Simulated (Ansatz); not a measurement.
## Abstraction of F: GaH(CH3)F + C3H5F2 → GaH(CH3) + C3H5F3

Species: GaH(CH3)F, singlet; C3H5F2 `C[C](F)CF`, doublet; GaH(CH3), doublet; C3H5F3 (1,2,2-trifluoropropane) `CC(F)(F)CF`, singlet. A radical takes F: the energy is the difference in strength between the Ga–F bond broken and the C–F bond made.

Shapes, held fixed at every level: PBE0-D4/def2-TZVP. Flexible molecules stand in one conformer, not always the lowest. Programs: Ansatz 0.2.0. Electronic energies: no zero-point or thermal term.

```json
{"level": "MP2/def2-SVP", "kind": "perturbation theory", "ΔE (kJ/mol)": "+51.2", "less CCSD(T)/def2-SVP": "+1.3", "CPU time (sum over the molecules)": "–"}
{"level": "MP2/def2-TZVPP", "kind": "perturbation theory", "ΔE (kJ/mol)": "+64.6", "less CCSD(T)/def2-SVP": "+14.7", "CPU time (sum over the molecules)": "–"}
{"level": "B3LYP-D4/def2-TZVPP", "kind": "global hybrid", "ΔE (kJ/mol)": "+72.7", "less CCSD(T)/def2-SVP": "+22.8", "CPU time (sum over the molecules)": "49 s"}
{"level": "BHLYP-D4/def2-TZVPP", "kind": "global hybrid", "ΔE (kJ/mol)": "+70.4", "less CCSD(T)/def2-SVP": "+20.5", "CPU time (sum over the molecules)": "36 s"}
{"level": "PBE0-D4/def2-TZVPP", "kind": "global hybrid", "ΔE (kJ/mol)": "+64.5", "less CCSD(T)/def2-SVP": "+14.6", "CPU time (sum over the molecules)": "34 s"}
{"level": "r2SCAN0-D4/def2-TZVPP", "kind": "global hybrid", "ΔE (kJ/mol)": "+70.6", "less CCSD(T)/def2-SVP": "+20.7", "CPU time (sum over the molecules)": "55 s"}
{"level": "wB97X-V/def2-TZVPP", "kind": "range-separated hybrid", "ΔE (kJ/mol)": "+68.5", "less CCSD(T)/def2-SVP": "+18.6", "CPU time (sum over the molecules)": "85 s"}
{"level": "CCSD(T)/def2-SVP", "kind": "coupled cluster or CI", "ΔE (kJ/mol)": "+49.9", "less CCSD(T)/def2-SVP": "0.0", "CPU time (sum over the molecules)": "98 s"}
```

The highest level, CCSD(T)/def2-SVP, gives ΔE = +49.9 kJ/mol; the levels span +49.9 to +72.7. The column of differences is taken from that level and isn't an error. No measured value is set beside it here. Open shells run unrestricted. Relativity is left out for Ga. Outer-core shells of Ga are correlated, in sets that cover them unevenly. Times are processor times on shared x86 and Arm servers, and rough.
